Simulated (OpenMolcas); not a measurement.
## Co2+, Rh2+, Ir2+: d⁷ down the group

- Program: OpenMolcas 26.06
- Method: CASSCF
- Basis: ANO-RCC-VQZP
- Scalar Hamiltonian: DKH2, point nucleus
- Spin-orbit coupling: RASSI with atomic mean-field integrals over the reference wave functions, term energies averaged over their components

Active space for each ion: 7 electrons in 10 orbitals (d d).

Computed levels in cm-1 above ⁴F_9/2:

```csv
Level,Co2+,Rh2+,Ir2+
⁴F_7/2,800,2073,7478
⁴F_5/2,1389,3424,9775
⁴P_5/2,18244,14513,16882
⁴P_1/2,18881,15931,20274
²G_9/2,19011,15271,17556
²G_7/2,19784,17370,23774
²H_11/2,24976,20187,23497
²H_9/2,25646,22249,31588
²P_1/2,25860,22211,31400
weight of ⁴F in the lowest level (%),100,98,88
```

Mixed levels, with the weight of the term that names them: Ir2+ ⁴P_1/2 (71 %), Ir2+ ²G_9/2 (63 %), Ir2+ ²H_9/2 (74 %), Ir2+ ²P_1/2 (71 %).

Measured, with the error of the calculation in %. Measured levels: Co2+ from Sugar and Corliss, J. Phys. Chem. Ref. Data 10, 1097 (1981); Rh2+ from the list in Shadmi, J. Res. Natl. Bur. Stand. 70A, 435 (1966).

```tsv
Level	Co2+	Rh2+
⁴F_7/2	841 (-5.0)	2148 (-3.5)
⁴F_5/2	1451 (-4.3)	3486 (-1.8)
⁴P_5/2	15202 (+20.0)	11062 (+31.2)
⁴P_1/2	15811 (+19.4)	
²G_9/2	16978 (+12.0)	
²G_7/2	17766 (+11.4)	
²H_11/2	22720 (+9.9)	
²H_9/2	23434 (+9.4)
```

The fine-structure level ⁴F_5/2 changes by a factor of 7.04 from Co2+ to Ir2+.

Without spin-orbit coupling ⁴P lies 17716, 13191, 12077 cm-1 above ⁴F in that order; the difference to the level ⁴P_5/2, of either sign, comes from spin-orbit coupling, which also lowers the zero.

Without dynamic correlation excited terms often stand tens of per cent too high (terms of higher spin than the ground term too low), and those without a measured partner can miss by more than the paired ones. Active for correlation alone: 4d; no level in the range computed is led by a configuration that fills it, so any true level of that kind is missing (holds for Co2+). Active for correlation alone: 5d; no level in the range computed is led by a configuration that fills it, so any true level of that kind is missing (holds for Rh2+). Active for correlation alone: 6d; no level in the range computed is led by a configuration that fills it, so any true level of that kind is missing (holds for Ir2+). Computed and measured levels are paired by configuration, term and J; levels that our copy of the source lacks, or whose pairing is in doubt (as where it misses far off the trend of its configuration), stay unpaired and out of the deviations. Only configurations of the active space appear.
